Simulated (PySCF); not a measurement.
SeF₂, SMILES F[Se]F.

The structure is a stationary point at ωB97X-D3(BJ)/def2-TZVP.

Calculation: TDA-M06-2X/def2-SVPD (PySCF).

Vertical excitations. The molecule is in vacuum. State labels are in the subgroup C2v.

Computed UV-visible absorptions:
```
state  symmetry  energy (eV)  λ (nm)      f                                              main pairs
-----  --------  -----------  ------  -----  ------------------------------------------------------
S1           A2         2.92     425  0.000                                          HOMO→LUMO 96 %
S2           B1         4.29     289  0.007                                        HOMO→LUMO+1 93 %
S3           B1         6.70     185  0.119                                        HOMO→LUMO+2 99 %
S4           A2         7.73     160  0.000                                        HOMO→LUMO+4 95 %
S5           A1         7.78     159  0.026                                        HOMO→LUMO+3 99 %
S6           B1         7.86     158  0.002                                        HOMO→LUMO+5 90 %
S7           B2         8.50     146  0.031                    HOMO−1→LUMO 60 %, HOMO−2→LUMO+1 26 %
S8           A1         8.67     143  0.009                                        HOMO−2→LUMO 78 %
S9           B1         9.20     135  0.010                                        HOMO−3→LUMO 85 %
S10          A1         9.36     132  0.040  HOMO−1→LUMO+1 70 %, HOMO→LUMO+8 12 %, HOMO−2→LUMO 11 %
T1           A2         2.15     577      0                                          HOMO→LUMO 95 %
T2           B1         3.10     400      0                                        HOMO→LUMO+1 89 %
T3           B1         6.66     186      0                                        HOMO→LUMO+2 97 %
T4           B2         6.84     181      0                                        HOMO−1→LUMO 89 %
```
Triplets are in the Tamm–Dancoff approximation.
